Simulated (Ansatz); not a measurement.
One geometry of Sn₃H₂, several levels of theory.

```yaml
crystal:
  periodic: [false, false, false]
  atoms:
    - {symbol: Sn, position_ang: [-1.807357, 0.548145, 0.166461]}
    - {symbol: Sn, position_ang: [-0.331423, -1.825587, -0.389795]}
    - {symbol: Sn, position_ang: [1.191460, 0.710191, 0.129896]}
    - {symbol: H, position_ang: [-0.529569, 1.896638, 0.427666]}
    - {symbol: H, position_ang: [1.476900, -1.329387, -0.334229]}
basis:
  gaussian: {orbitals: def2-TZVPD, initial_orbitals: start.molden}
hamiltonian: {xc: pbe0, dispersion: d4}
scf: {omitted_lower_state_checks: [starts]}
output: {orbitals: {seedname: orbitals}}
```

The file start.molden holds the orbitals of an earlier run on this structure, at another level or in another basis.

```sh
$ ansatz run in.yaml --threads 4 --pin off --events-out ev --progress --plain --max-ram 8704MiB
```

It prints (some lines left out):

```
Functional definition: PBE0
1566 factors; their error is unknown
mean field evaluation 1: about -17528.2049 eV, gradient 1.9e0 eV
mean field evaluation 2: about -17528.2283 eV, gradient 3.0e-2 eV
mean field evaluation 4: about -17528.4625 eV, gradient 1.6e-4 eV
mean field -17528.46253408 eV, -644.1591169089 hartree, gradient 2.0e-5 eV, S^2 0.000000; 0 other end points of the search recorded, 0 dependent functions left out
reference -17528.46256576 eV, -644.1591180731 hartree; 34, 34 occupied and 152, 152 virtual orbitals, 1566 factors
Total energy: -17528.62902411 eV, -644.1652353046 hartree
Checks for a lower state left out: starts
```

Run time 4.7 s (4 threads of Arm Neoverse N1 on a shared host), peak host memory 0.56 GiB.

First input, but with `gaussian: {orbitals: def2-TZVP, initial_orbitals: start.molden}`, `hamiltonian: {xc: pbe, dispersion: d4}` (abridged; 2.2 s):

```
Functional definition: PBE
mean field -17528.10652801 eV, -644.1460339272 hartree, gradient 9.8e-6 eV, S^2 0.000000
Total energy: -17528.30188011 eV, -644.1532129845 hartree
Checks for a lower state left out: starts
```

First input, but with `gaussian: {orbitals: def2-TZVP, initial_orbitals: start.molden}`, `hamiltonian: {xc: pbe}`, `correlation: {method: rpa}` and without the key `output` (abridged; 7.5 s):

```
Functional definition: PBE
mean field -17528.10651989 eV, -644.1460336286 hartree, gradient 4.9e-6 eV, S^2 0.000000
12 core orbitals not correlated: weight in the atoms' cores, before any rotation towards them, 1.000 or more for the frozen orbitals, at most 0.000 for the correlated occupied ones
Total energy: -17482.94357978 eV, -642.4863261923 hartree
Checks for a lower state left out: starts
```

As the first input, with `gaussian: {orbitals: def2-TZVP, initial_orbitals: start.molden}`, `output: {forces: true, orbitals: {seedname: orbitals}}` (abridged; 7 s):

```
Functional definition: PBE0
mean field -17528.44061152 eV, -644.1583112696 hartree, gradient 2.7e-5 eV, S^2 0.000000
Total energy: -17528.60709983 eV, -644.1644296022 hartree
Atom 0 force     0.476305    -0.005893    -0.012003 eV/Å
Atom 1 force     0.212428     0.417097     0.083580 eV/Å
Atom 2 force    -0.390677    -0.231918    -0.043093 eV/Å
Atom 3 force    -0.069118    -0.218180    -0.045907 eV/Å
Atom 4 force    -0.228938     0.038894     0.017423 eV/Å
Dipole moment:     0.024598     0.014656     0.002741 e Å
Checks for a lower state left out: starts
```

As the first input, with `hamiltonian: {xc: pbe, dispersion: d4}` (abridged; 3.1 s):

```
Functional definition: PBE
mean field -17528.13343703 eV, -644.1470228153 hartree, gradient 2.6e-5 eV, S^2 0.000000
Total energy: -17528.32879088 eV, -644.1542019368 hartree
Checks for a lower state left out: starts
```

As the first input, with `hamiltonian: {xc: r2scan, dispersion: d4}` (abridged; 6.5 s):

```
Functional definition: r2SCAN
mean field -17534.59433736 eV, -644.3844565230 hartree, gradient 1.4e-5 eV, S^2 0.000000
Total energy: -17534.62962283 eV, -644.3857532401 hartree
Checks for a lower state left out: starts
```

The first input with `gaussian: {orbitals: def2-TZVP, initial_orbitals: start.molden}`, `hamiltonian: {xc: hse06, dispersion: d4}` (abridged; 3.9 s):

```
Functional definition: HSE06
mean field -17528.34029158 eV, -644.1546245799 hartree, gradient 2.6e-5 eV, S^2 0.000000
Total energy: -17528.50326425 eV, -644.1606137151 hartree
Checks for a lower state left out: starts
```

Geometry: PBE-D4/def2-SVP.

In the def2 sets Sn takes a core potential; there is no spin–orbit coupling. HSE06 is defined as in plane-wave codes, on full-range PBE exchange. Correlated methods freeze 12 core orbitals; core or outer-core shells of Sn are correlated, in sets that lack core-valence functions. The structure comes from a short search, and lower isomers may exist.
